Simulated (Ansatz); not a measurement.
K4H4, relaxed as a singlet with RKS r2SCAN-D4/def2-SVP in Ansatz, starting from the GFN1-xTB geometry. Force threshold 0.02 eV/Å.

The structure comes from a short search, and lower isomers may exist.

Start:

```xyz
8

K    -0.259   -0.600    2.141
K    -1.926   -0.306   -1.093
K     0.584    2.161   -0.113
K     1.599   -1.253   -0.942
H    -0.567   -2.124    0.108
H     1.890    0.304    1.077
H    -1.569    1.231    0.928
H     0.248    0.587   -2.105
```

```csv
step,energy (eV),largest force component (eV/Å),SCF passes
1,-65351.3387,0.319,11
2 (rejected),-65351.3126,0.341,15
3,-65351.3986,0.005,14
```

Force components are those of the run's own axes.

End:

```xyz
8

K    -0.263   -0.619    2.219
K    -1.997   -0.319   -1.134
K     0.603    2.236   -0.112
K     1.657   -1.298   -0.974
H    -0.584   -2.166    0.109
H     1.934    0.309    1.097
H    -1.605    1.256    0.943
H     0.255    0.600   -2.149
```

By distances, no bond broke or formed. The bond that changes most is K1–H7, from 2.56 to 2.64 Å (atoms count from 1).

No frequencies were taken in this run, so the end may be a saddle point.

Run time 8.6 s (4 threads of Arm Neoverse V2 on a shared host).
